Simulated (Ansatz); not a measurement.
Br⁻ ··· HCN

The pair of Br⁻ (SMILES [Br-], atom 1) and HCN (SMILES C#N, atoms 2–4), both closed shells, in one local arrangement (a lower one may exist), relaxed at PBE0-D4/def2-TZVPD:

Br1  (-2.037, 1.225, -0.849)
C2  (0.669, -0.403, 0.279)
N3  (1.597, -0.961, 0.666)
H4  (-0.230, 0.138, -0.096)
(Å)

Program: Ansatz 0.2.0. Basis: def2-TZVPPD, with def2-QZVPPD for the basis limit. Cores are frozen in the correlated methods. Filled d shells of the heavier atoms are correlated. The def2 sets are not built for correlating such inner shells, so the correlated values are less sure here. B3LYP uses VWN-RPA correlation. Extrapolation: Hartree–Fock as exp(−7.88 √X), correlation as X^−2.97. Interaction energies count from these two fragments, frozen as in the pair, with the counterpoise correction; negative means bound.

Q: What is the interaction energy by CCSD(T) at an estimated basis limit (MP2 extrapolated from triple and quadruple zeta, plus CCSD(T) − MP2 in triple zeta)? (To be estimated.)

A: Computed: -19.91 kcal/mol. Hartree–Fock alone gives -17.59 kcal/mol at the basis limit. It counts from the two fragments frozen as in the pair.

The same quantity by other methods in triple zeta, and each one's difference from that estimate:
| method | E_int (kcal/mol) | difference |
| --- | --- | --- |
| PBE-D4 | -20.88 | -0.98 |
| revPBE-D4 | -19.98 | -0.07 |
| BLYP-D4 | -19.66 | 0.25 |
| r2SCAN-D4 | -20.58 | -0.67 |
| B97M-V | -19.70 | 0.21 |
| PBE0-D4 | -21.14 | -1.23 |
| B3LYP-D4 | -20.28 | -0.37 |
| HSE06-D4 | -21.17 | -1.26 |
| wB97X-V | -20.08 | -0.17 |
| wB97M-V | -20.04 | -0.13 |
| B2PLYP | -19.15 | 0.76 |
| HF | -17.50 | 2.41 |
| MP2 | -19.19 | 0.72 |
| CCSD | -18.45 | 1.46 |
| CCSD(T) | -18.75 | 1.16 |
Differences are method less estimate.

Q: Which atoms make the shortest contact between the fragments?

A: Br1 and H4, 2.24 Å apart.

Energy to bend the free fragments (PBE0-D4 minima) into their shapes in the pair, CCSD(T)/def2-TZVPPD: HCN 0.75 kcal/mol. This must be added to the interaction energy to get the binding energy from relaxed fragments.

Basis-set superposition shift (counterpoise-corrected less uncorrected): CCSD(T) 1.53; MP2 1.49; HF 0.12; PBE0-D4 0.16; wB97M-V 0.14 kcal/mol.

The T1 diagnostic stays at or below 0.015.

For scale, one of the runs: CCSD(T)/def2-TZVPPD, 148 basis functions, launched by `ansatz run in.yaml --threads 2 --pin off --events-out ev --progress --plain --max-ram 5222MiB`. Time: 10 s of wall clock on 2 CPU threads of an Arm Neoverse V2; the host was shared. Peak host memory: 0.7 GiB.
